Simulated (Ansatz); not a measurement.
`[CH3][Sn]([CH3])([OH])[OH]`, relaxed with RKS PBE-D4/def2-SVP in Ansatz from a rough embedded geometry. The force threshold is 0.03 eV/Å; the program also tests the step.

The species carries charge 0 and has multiplicity 1. Sn: def2 effective core potential.

Start:

```xyz
13

C    -1.150   -1.379    0.179
Sn    0.120    0.086   -0.591
C     0.951    1.147    1.042
O     1.589   -0.704   -1.648
O    -0.876    1.327   -1.778
H    -2.033   -0.920    0.745
H    -1.640   -1.951   -0.681
H    -0.644   -2.064    0.807
H     0.130    1.681    1.665
H     1.648    1.966    0.682
H     1.517    0.479    1.727
H     2.014   -1.345   -0.966
H    -1.625    1.678   -1.184
```

Task: By how much does the energy fall, and how many steps does the optimiser take? (Best estimate.)

Result: The calculation gave: 57.28 kJ/mol, in 14 steps, 2 of them rejected.

Task: Which bonds change most? (Estimate.)

Result: Ansatz gave: C1–Sn2 from 2.087 to 2.173 Å; C3–H9 from 1.161 to 1.106 Å; O4–H12 from 1.029 to 0.977 Å; C1–H8 from 1.058 to 1.107 Å.

Task: Give the relaxed structure. (Estimate.)

Result: The calculation gave: 
```xyz
13

C    -1.239   -1.463    0.269
Sn    0.119    0.140   -0.284
C     1.038    1.310    1.262
O     1.667   -0.614   -1.341
O    -0.841    1.506   -1.419
H    -2.092   -1.037    0.832
H    -1.620   -1.978   -0.634
H    -0.703   -2.191    0.907
H     0.260    1.829    1.853
H     1.696    2.056    0.779
H     1.638    0.657    1.923
H     1.357   -1.297   -1.967
H    -1.279    1.081   -2.181
```
